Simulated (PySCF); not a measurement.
C₃F₈, SMILES FC(F)(F)C(F)(F)C(F)(F)F. Heavy atoms are numbered as in [F:1][C:2]([F:3])([F:4])[C:5]([F:6])([F:7])[C:8]([F:9])([F:10])[F:11].

Geometry optimised at PBE-D3(BJ)/def2-SVP.

Computed with PBE/pcSseg-1 in PySCF.

GIAO shieldings, no solvent; atoms alike by connectivity are averaged. δ = σ(ref) − σ: ¹⁹F against CFCl3 (σ = 133.6 ppm); ¹³C against TMS (σ = 182.0 ppm), references at their B3LYP-D3(BJ)/def2-TZVP geometries, non-relativistic.

```tsv
nucleus	atoms	count	δ (ppm)
¹⁹F	F1	6	-109.0
¹⁹F	F6	2	-164.0
¹³C	C2	2	135.7
¹³C	C5	1	120.6
```
